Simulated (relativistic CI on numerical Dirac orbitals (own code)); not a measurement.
One change at a time: Pb¹⁶⁺

Base calculation: Dirac-Coulomb-Breit CI, KLI orbitals optimised for each configuration, a model potential for QED, unscaled Slater integrals.

Configuration list (outside the closed core [Kr] 4d10): 4f¹⁴5s²5p⁴, 4f¹⁴5s5p⁵, 4f¹⁴5s²5p³5d, 4f¹⁴5p⁶, 4f¹³5s²5p⁵, 4f¹⁴5s5p⁴5d, 4f¹⁴5s²5p³5f, 4f¹⁴5s²5p³5g, 4f¹⁴5s5p⁴5f, 4f¹⁴5s²5p³6s, 4f¹⁴5p⁵5d, 4f¹⁴5s²5p²5d², 4f¹⁴5s²5p5d³, 4f¹⁴5s5p²5d³, 4f¹⁴5s²5p5d²5f, 4f¹⁴5s²5p5d²5g. Double excitations out of closed p, d and f shells are left out; levels of such configurations are missing from the list, as are those of other unlisted configurations, and high levels can miss mixing partners. Some configurations lack a partner that the ground configuration has and come out too high, among them 4f¹⁴5s5p⁴5f, 4f¹⁴5s²5p³6s.

Variants: (1) valence Slater integrals scaled by 0.9; (2) QED terms removed; (3) non-relativistic limit. Shifts of the energy above 4f¹⁴5s²5p⁴ ³P2, in cm⁻¹, for the lowest level and the first level of each name with at least 55 % of one term (blank where a level changes its place among those of its configuration and J or its character, or is not in the variant):

```csv
Level,Base,Δ(1),Δ(2),Δ(3)
4f¹⁴5s²5p⁴ ³P2,0,0,0,0
4f¹⁴5s²5p⁴ ¹S0,34920,-3138,+5,
4f¹⁴5s²5p⁴ ³P1,216312,+1127,-152,-216312
4f¹⁴5s²5p⁴ ¹D2,234597,-618,-151,-208628
4f¹⁴5s²5p⁴ ³P0,466255,-829,-279,
4f¹³5s²5p⁵ ³F4,713489,-2775,-879,+196751
4f¹³5s²5p⁵ ³G5,721808,-3728,-877,+204680
4f¹³5s²5p⁵ ¹D2,737011,-5192,-877,
4f¹³5s²5p⁵ ³F3,750869,-2727,-1025,+159371
4f¹³5s²5p⁵ ³D1,771974,-4831,-1025,+158335
4f¹⁴5s²5p³5d ³G°4,803906,-24,+298,
4f¹⁴5s²5p³5d ³G°5,839711,-271,+219,-270557
4f¹³5s²5p⁵ ³D3,953486,-4319,-1038,
4f¹³5s²5p⁵ ³G3,989483,-4017,-1188,
```

At this charge transitions that keep the count of f electrons are usually good to a few per cent. Levels that differ in their count of f electrons can be misplaced by several ten thousand cm⁻¹, since the correlation energy of f electrons is missing or only estimated; rates across such gaps can be off by orders of magnitude.

Ionisation energy from one configuration of each of the two ions, the ground ones as tabulated or assumed: base 386.709 eV. The NIST ASD value (theoretical) is 401 ± 20 eV.

LS names give the leading component of a level, which can be under half, so a name can repeat, a term be missing and a line seem to break the LS rules.
